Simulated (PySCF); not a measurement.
Be2H2, SMILES [BeH][BeH]. Atoms are numbered in the order given.

```xyz
4

H      0.0000     0.0000    -2.3969
Be     0.0000     0.0000    -1.0514
Be     0.0000     0.0000     1.0514
H      0.0000     0.0000     2.3969
```

The structure is a stationary point at PBE0-D3(BJ)/def2-TZVPD.

The numbers are results of PySCF with M06-2X/def2-TZVPD, not measurements.

The molecule is in vacuum.

* **total energy**: -30.61188 hartree
* **point group**: D∞h
* **highest occupied level**: -8.06 eV
* **lowest empty level**: -1.03 eV
* **orbital gap**: 7.03 eV
* **dipole moment**: 0.00 D
* **quadrupole, principal values (traceless, Buckingham form, about the centre of nuclear charge)**: -10.99, 5.50, 5.50 D·Å
* **mean static polarisability**: 40.1 bohr³ (5.94 Å³)
* **polarisability, principal values**: 38.7, 38.7, 42.8 bohr³
